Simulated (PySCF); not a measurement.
**A small calculation by hand: chemical shift, span and skew from a shielding tensor**

B(OH)(NH2)(NMe2) (C2H9BN2O), SMILES CN(C)B(N)O. Atoms are numbered in the order given.

```xyz
15

B     -0.4341    -0.1114    -0.6522
O     -0.5857    -1.3529    -1.2519
H     -0.3467    -2.0785    -0.6697
N     -1.0963     0.9836    -1.2814
H     -1.6397     0.8228    -2.1188
H     -0.8503     1.9509    -1.1315
N      0.3323     0.0569     0.5535
C      1.2801    -0.9205     1.0344
C      0.3050     1.2775     1.3253
H      2.2948    -0.4875     1.1302
H      1.0023    -1.3244     2.0282
H      1.3635    -1.7644     0.3333
H      0.2129     1.0587     2.4058
H      1.2210     1.8886     1.1928
H     -0.5641     1.8887     1.0437
```
Charge 0, spin multiplicity 1.

Geometry optimised at ωB97X-D3(BJ)/def2-SVP. One conformer was computed; it need not be the lowest.

GIAO shieldings from B3LYP/pcSseg-1 (PySCF), non-relativistic, no solvent. The symmetric part of the tensor of N7 has the principal values 167.5, 208.1, 254.3 ppm. The same nucleus in NH3 has σ = 265.5 ppm at this level (PySCF, at its B3LYP-D3(BJ)/def2-TZVP geometry).

Task: Work out the isotropic shielding, the ¹⁵N shift against NH3, the span and the skew.

Result: 
σ(iso) = (σ11 + σ22 + σ33)/3 = 210.0 ppm. δ = σ(ref) − σ(iso) = 265.5 − (210.0) = 55.5 ppm.
Span Ω = σ33 − σ11 = 86.8 ppm. Skew κ = 3(σ(iso) − σ22)/Ω = 0.06. Tumbling in solution averages the tensor to δ; in a static solid the shielding alone would spread this spin-1/2 line over Ω.
